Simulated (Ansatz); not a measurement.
Reaction (ligand exchange at a Ge–O bond): `[F][GeH2][O][GeH3]` + `O[Si](F)(Cl)Cl` → `F[Si](Cl)(Cl)[O][GeH3]` + `[OH][GeH2][F]`

Gas-phase electronic energies from Ansatz, PBE0-D4/def2-TZVP geometries. CCSD(T)/CBS adds triple-zeta CCSD(T) − MP2 to the extrapolated MP2 energy (def2 sets, frozen cores). DFT in def2-TZVPP. For Ge outer-core shells are correlated without core-valence functions, which leaves a few kJ/mol of doubt a bond. Scalar relativity is left out up to krypton. Each species was taken in one conformer, which may not be the lowest.

`[F][GeH2][O][GeH3]`:

Z-matrix (Å, degrees):
```
Ge
O 1 1.748
F 1 1.741 2 106.6
H 1 1.535 2 111.5 3 -114.6
H 1 1.529 2 108.2 3 115.5
Ge 2 1.784 1 128.0 3 48.4
H 6 1.534 2 105.2 1 152.9
H 6 1.540 2 108.7 1 33.4
H 6 1.535 2 108.5 1 -87.5
```

`O[Si](F)(Cl)Cl`:

Cartesian coordinates in Å:
```
O -1.188 -0.587 0.029
Si 0.320 -0.020 -0.015
F 0.884 -0.015 -1.489
Cl 0.421 1.890 0.653
Cl 1.467 -1.243 1.096
H -1.904 -0.025 -0.274
```

`F[Si](Cl)(Cl)[O][GeH3]`:

Z-matrix (Å, degrees):
```
Si
Cl 1 2.029
Cl 1 2.028 2 108.9
F 1 1.575 2 107.8 3 -116.7
O 1 1.592 2 111.6 3 123.8
Ge 5 1.792 1 138.2 2 -58.7
H 6 1.533 5 107.2 1 -57.9
H 6 1.533 5 107.2 1 62.7
H 6 1.529 5 104.3 1 -177.6
```

`[OH][GeH2][F]`:

Z-matrix (Å, degrees):
```
Ge
F 1 1.738
O 1 1.761 2 107.6
H 1 1.526 2 107.8 3 114.3
H 1 1.534 2 105.1 3 -119.6
H 3 0.960 1 113.6 2 -67.0
```

```csv
level,ΔE (kJ/mol),difference from CCSD(T)/CBS
PBE0-D4,-13.1,-0.8
ωB97M-V,-12.8,-0.5
B2PLYP,-11.5,0.8
PBE0,-11.0,1.3
HF/def2-TZVPP,-13.3,-1.0
SCS-MP2/def2-TZVPP,-12.3,0.0
CCSD/def2-TZVPP,-12.5,-0.2
HF/CBS(def2),-13.8,-1.5
MP2/CBS(def2),-12.3,0.0
CCSD/CBS(def2),-12.6,-0.3
CCSD(T)/CBS,-12.3,0
```

Largest T1 diagnostic among the species: 0.012.

The D4 term adds −3.4 kJ/mol with B3LYP and −2.1 kJ/mol with PBE0; it sums over pairs of atoms, weighted by their polarisabilities, and B3LYP, whose exchange is more repulsive, gets the larger term.

B3LYP here is the variant with VWN-RPA as its local correlation; programs differ in this.
